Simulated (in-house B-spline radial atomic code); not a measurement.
Results of a calculation; reference values are marked as such.
## Weak and strong correlation along the adiabatic connection

Two-electron singlets in several external potentials (atomic units), by full CI in B-splines with partial waves to l = 8 (correlation energies up to 0.6 % small). The repulsion is scaled by λ at fixed density; W(λ) is the mean repulsion less the Hartree energy, W(0) = E_x, and the area under W from 0 to 1 is E_xc.

Relative drop (W(λ) − E_x)/E_x:

| system | λ = 0.12 | λ = 0.25 | λ = 0.4 | λ = 0.6 | λ = 0.8 | λ = 1 |
| --- | --- | --- | --- | --- | --- | --- |
| ω²r²/2, ω = 0.347 | 0.0270 | 0.0526 | 0.0779 | 0.1063 | 0.1297 | 0.1494 |
| ω²r²/2, ω = 0.228 | 0.0337 | 0.0645 | 0.0940 | 0.1257 | 0.1509 | 0.1714 |
| ω²r²/2 − Z/r, ω = 1.94, Z = 1 | 0.0089 | 0.0181 | 0.0281 | 0.0407 | 0.0525 | 0.0635 |
| −Z exp(−kr)/r, Z = 1.86, k = 0.325 | 0.0130 | 0.0262 | 0.0403 | 0.0577 | 0.0735 | 0.0880 |
| −Z exp(−kr)/r, Z = 7.89, k = 3.37 | 0.0028 | 0.0059 | 0.0093 | 0.0138 | 0.0182 | 0.0225 |
| −Z/r, Z = 1.4 | 0.0180 | 0.0358 | 0.0545 | 0.0767 | 0.0963 | 0.1137 |
| −Z/r, Z = 2, wall at 1 bohr | 0.0057 | 0.0117 | 0.0184 | 0.0269 | 0.0351 | 0.0429 |

Q: Order the systems by how far second-order (GL2) theory, half the initial slope (estimated from the first points of each curve), overshoots the correlation energy, least first.
A. ω²r²/2 − Z/r, ω = 1.94, Z = 1
B. ω²r²/2, ω = 0.228
C. −Z exp(−kr)/r, Z = 1.86, k = 0.325
D. ω²r²/2, ω = 0.347
E. −Z/r, Z = 1.4
F. −Z/r, Z = 2, wall at 1 bohr
G. −Z exp(−kr)/r, Z = 7.89, k = 3.37

A: G (GL2/E_c = 1.04), F (GL2/E_c = 1.08), A (GL2/E_c = 1.13), C (GL2/E_c = 1.17), E (GL2/E_c = 1.24), D (GL2/E_c = 1.39), B (GL2/E_c = 1.49).

Q: What else changes along this order?

A: The ratio follows the bend of the curve. With it the leading natural occupation goes from 1.999 to 1.902 and −T_c/E_c from 0.96 to 0.67 between the first and the last.
